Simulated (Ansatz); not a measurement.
H4NO3Si, SMILES `[NH][Si](O)(O)O` radical. Total charge 0; spin multiplicity 2. The structure was optimised at the PBE0-D4/def2-TZVP level. It is one conformer, not always the lowest.

```xyz
9

N     1.618    0.589    0.033
Si   -0.028    0.022    0.026
O    -0.119   -1.309   -0.921
O    -1.050    1.119   -0.618
O    -0.439   -0.258    1.577
H     1.785    1.329    0.717
H     0.678   -1.836   -1.000
H    -1.185    1.067   -1.566
H    -1.259   -0.723    1.752
```

(1) What is the dipole moment at B3LYP/def2-TZVPP? (An estimate is asked.)

(2) And with PBE, r2SCAN, ωB97M-V? (Best estimate.)

(3) Give the Mulliken charges with B3LYP, ωB97M-V, PBE in def2-TZVPP. (Estimate.)

Answers

(1) Computed: 0.94 D, with components (-0.50, -0.73, -0.32) D in this frame, pointing from negative to positive charge.

(2) The calculation gave: PBE 1.01 D, r2SCAN 0.96 D, ωB97M-V 0.91 D.

(3) Ansatz gave: 
```
atom  B3LYP  ωB97M-V    PBE
  N1  -0.34    -0.33  -0.32
 Si2   0.76     0.74   0.59
  O3  -0.40    -0.39  -0.36
  O4  -0.38    -0.37  -0.33
  O5  -0.39    -0.37  -0.34
  H6   0.15     0.14   0.16
  H7   0.20     0.19   0.20
  H8   0.20     0.19   0.20
  H9   0.19     0.19   0.20
```

B3LYP here is the variant with VWN-RPA as its local correlation; programs differ in this.
